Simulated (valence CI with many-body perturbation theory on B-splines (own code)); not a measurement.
## Level structure of Dy⁶⁰⁺

Computed by valence CI with perturbative core correlation (CI+MBPT): four valence electrons over a frozen Dirac-Fock core [He], radial functions for each j: 11 s, 11 p, 10 d, 8 f, 5 g, 2 h, with the one-electron correlation potential Σ1 (screened to all orders), the two-electron term Σ2, the three-electron term Σ3, Breit, model QED; selected single and double excitations, second order for the rest, scaled by the run's own slope (own B-spline code, finite nucleus).

The last digits are not significant, and no measured levels were compared; by estimate large intervals hold to a few tenths of a per cent, small ones and those within an open d or f shell to about a per cent. Among the levels kept, up to 930 cm⁻¹ of a level comes from second order outside the variational space, and about a tenth of that is noise between levels of different J, which matters for small intervals.

Levels 136 to 180 of 208, with energies above the lowest level, (2s^2 2p1/2^2) J=0. "Leading %" is the weight of the configuration and term that name the level; weights of strongly mixed levels are sums over their largest components and can fall short. In the jj column 3d3/2^4 stands for four electrons in 3d with j = 3/2.

```tsv
No.	Configuration	Term	J	E (eV)	Leading %	Second component	Leading jj	g
136	2s 2p2 3s	3S	1	9983	68	15 % 2s 2p2 3s 3P	2s 2p3/2^2 3s (99 %)	1.944
137	2s 2p2 3p	3D°	3	9984	42	20 % 2s 2p2 3p 5D°	2s 2p3/2^2 3p1/2 (99 %)	1.294
138	2s 2p2 3s	1P	1	9989	43	30 % 2s 2p2 3s 3D	2s 2p3/2^2 3s (99 %)	0.977
139	2s 2p2 3s	3P	2	9992	63	17 % 2s 2p2 3s 1D	2s 2p3/2^2 3s (99 %)	1.362
140	2s 2p2 3s	1S	0	10010	68	31 % 2s 2p2 3s 3P	2s 2p3/2^2 3s (99 %)	
141	2s 2p2 3p	3P°	0	10076	80	15 % 2s 2p2 3p 5D°	2s 2p3/2^2 3p1/2 (99 %)	
142	2s 2p2 3p	3P°	1	10076	33	18 % 2s 2p2 3p 3S°	2s 2p3/2^2 3p1/2 (99 %)	1.304
143	2s 2p2 3p	3P°	1	10076	50	22 % 2s 2p2 3p 1P°	2s 2p3/2^2 3p1/2 (99 %)	1.294
144	2s 2p2 3p	3D°	2	10078	32	22 % 2s 2p2 3p 3F°	2s 2p3/2^2 3p1/2 (99 %)	1.050
145	2p3 3s	5S°	2	10176	53	28 % 2p3 3s 3D°	2p1/2 2p3/2^2 3s (96 %)	1.565
146	2p3 3s	3S°	1	10182	48	37 % 2p3 3s 3D°	2p1/2 2p3/2^2 3s (85 %)	1.330
147	2p3 3s	3D°	3	10192	75	11 % 2s 2p2 3p 3D°	2p1/2 2p3/2^2 3s (75 %)	1.321
148	2p3 3s	1D°	2	10206	55	38 % 2p3 3s 3D°	2p1/2 2p3/2^2 3s (93 %)	1.060
149	2s 2p2 3p	5D°	4	10212	61	39 % 2s 2p2 3p 3F°	2s 2p3/2^2 3p3/2 (100 %)	1.381
150	2s 2p2 3p	3D°	3	10221	41	26 % 2s 2p2 3p 5P°	2s 2p3/2^2 3p3/2 (77 %)	1.373
151	2s 2p2 3p	3P°	1	10231	32	30 % 2s 2p2 3p 3S°	2s 2p3/2^2 3p3/2 (86 %)	1.503
152	2p3 3p	5P	1	10245	44	21 % 2p3 3p 3D	2p1/2 2p3/2^2 3p1/2 (95 %)	1.648
153	2p3 3s	3P°	1	10249	61	31 % 2p3 3s 1P°	2p1/2 2p3/2^2 3s (92 %)	1.300
154	2p3 3s	3P°	0	10251	100		2p1/2 2p3/2^2 3s (100 %)	
155	2p3 3p	3F	2	10253	32	20 % 2p3 3p 5P	2p1/2 2p3/2^2 3p1/2 (94 %)	1.209
156	2s 2p2 3p	3P°	2	10258	40	20 % 2s 2p2 3p 1D°	2s 2p3/2^2 3p3/2 (90 %)	1.342
157	2p3 3p	3F	3	10268	41	30 % 2p3 3p 1F	2p1/2 2p3/2^2 3p1/2 (92 %)	1.096
158	2s 2p2 3d	5P	2	10300	21	20 % 2s 2p2 3d 5D	2s 2p3/2^2 3d3/2 (85 %)	1.368
159	2s 2p2 3d	5D	3	10302	26	17 % 2s 2p2 3d 3F	2s 2p3/2^2 3d3/2 (88 %)	1.276
160	2s 2p2 3d	5P	1	10304	40	20 % 2s 2p2 3d 3P	2s 2p3/2^2 3d3/2 (94 %)	1.806
161	2s 2p2 3d	3F	4	10304	38	24 % 2s 2p2 3d 5F	2s 2p3/2^2 3d3/2 (97 %)	1.207
162	2s 2p2 3p	3P°	0	10307	60	38 % 2s 2p2 3p 1S°	2s 2p3/2^2 3p3/2 (99 %)	
163	2p3 3p	3P	2	10308	47	20 % 2p3 3p 3D	2p1/2 2p3/2^2 3p1/2 (90 %)	1.310
164	2s 2p2 3p	3D°	3	10313	63	16 % 2s 2p2 3p 3F°	2s 2p3/2^2 3p3/2 (97 %)	1.245
165	2s 2p2 3p	3P°	2	10313	72	6 % 2s 2p2 3p 5D°	2s 2p3/2^2 3p3/2 (99 %)	1.414
166	2p3 3p	3D	1	10317	71	22 % 2p3 3p 1P	2p1/2 2p3/2^2 3p1/2 (96 %)	0.640
167	2s 2p2 3p	3P°	2	10324	45	23 % 2s 2p2 3p 1D°	2s 2p3/2^2 3p3/2 (99 %)	1.345
168	2s 2p2 3p	1P°	1	10325	47	19 % 2s 2p2 3p 3P°	2s 2p3/2^2 3p3/2 (93 %)	1.171
169	2s 2p2 3d	5F	5	10346	61	39 % 2s 2p2 3d 3G	2s 2p3/2^2 3d5/2 (100 %)	1.302
170	2s 2p2 3d	3F	4	10350	54	30 % 2s 2p2 3d 5D	2s 2p3/2^2 3d5/2 (97 %)	1.285
171	2s 2p2 3p	1P°	1	10352	36	24 % 2s 2p2 3p 3S°	2s 2p3/2^2 3p3/2 (99 %)	1.198
172	2s 2p2 3d	3P	0	10361	48	18 % 2p3 3p 3P	2s 2p3/2^2 3d5/2 (56 %)	
173	2p3 3p	3P	0	10363	45	24 % 2p3 3p 1S	2p1/2 2p3/2^2 3p1/2 (70 %)	
174	2s 2p2 3d	3P	1	10375	34	20 % 2s 2p2 3d 3D	2s 2p3/2^2 3d5/2 (70 %)	1.259
175	2s 2p2 3d	3D	3	10379	34	18 % 2s 2p2 3d 3F	2s 2p3/2^2 3d5/2 (80 %)	1.180
176	2s 2p2 3d	3P	2	10385	34	17 % 2s 2p2 3d 3D	2s 2p3/2^2 3d5/2 (66 %)	1.241
177	2s 2p2 3d	3D	1	10394	39	28 % 2s 2p2 3d 1P	2s 2p3/2^2 3d3/2 (68 %)	0.866
178	2s 2p2 3d	3F	2	10397	35	26 % 2s 2p2 3d 3D	2s 2p3/2^2 3d3/2 (92 %)	1.019
179	2s 2p2 3d	1F	3	10400	33	29 % 2s 2p2 3d 3F	2s 2p3/2^2 3d3/2 (83 %)	1.040
180	2s 2p2 3d	3D	1	10404	67	12 % 2s 2p2 3d 3P	2s 2p3/2^2 3d3/2 (98 %)	0.762
```

Where two levels of one J and parity lie close, their mixing, g and order are uncertain.
